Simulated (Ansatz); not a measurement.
Two isomers of BH7O2Si2: A = `OBO[SiH2][SiH3]`, B = `BO[SiH](O)[SiH3]`.

Calculated with Ansatz (gas phase, PBE0-D4/def2-TZVP geometries, no zero-point term in ΔE). CBS: MP2 limit from def2 TZ/QZ plus the TZ coupled-cluster correction, frozen cores. DFT in def2-TZVPP. B3LYP here is the variant with VWN-RPA as its local correlation; programs differ in this. Each species was taken in one conformer, which may not be the lowest.

(1) Which is lower in electronic energy at CCSD(T)/CBS, and by how much? (Estimate.)

(2) Give E(B) − E(A) in kJ/mol with B3LYP-D4, B2PLYP, B3LYP, CCSD/def2-TZVPP, HF/def2-TZVPP, PBE0-D4, MP2/def2-TZVPP. (An estimate is asked.)

Largest T1 diagnostic: 0.014.

Answers

(1) Computed: A, by 37.4 kJ/mol.

(2) Computed: B3LYP-D4 40.6, B2PLYP 40.4, B3LYP 43.1, CCSD/def2-TZVPP 40.0, HF/def2-TZVPP 37.8, PBE0-D4 45.8, MP2/def2-TZVPP 37.8. None reverses the order clearly.
